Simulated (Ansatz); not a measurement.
The same group exchange along the group B, Ga, In.

Gas-phase electronic energies from Ansatz, PBE0-D4/def2-TZVP geometries. CBS: MP2 limit from def2 TZ/QZ plus the TZ coupled-cluster correction, frozen cores. This one scheme is used for every species. Elements past krypton have def2 core potentials. For Ga, In outer-core shells are correlated without core-valence functions, which leaves a few kJ/mol of doubt a bond. Scalar relativity is left out up to krypton. Each species was taken in one conformer, which may not be the lowest.

Question: Order these by ΔE at CCSD(T)/CBS, lowest first. (Best estimate.)
A. `C[O][GaH][CH3]` + `CF` → `[CH3][GaH][CH2]F` + CH₃OH
B. `C[O][InH][CH3]` + `CF` → `[CH3][InH][CH2]F` + CH₃OH
C. `CBOC` + `CF` → `CBCF` + CH₃OH

Answer: B (+0.84 eV), A (+1.00 eV), C (+1.56 eV).

Largest T1 diagnostic: 0.015, for `C[O][InH][CH3]`.
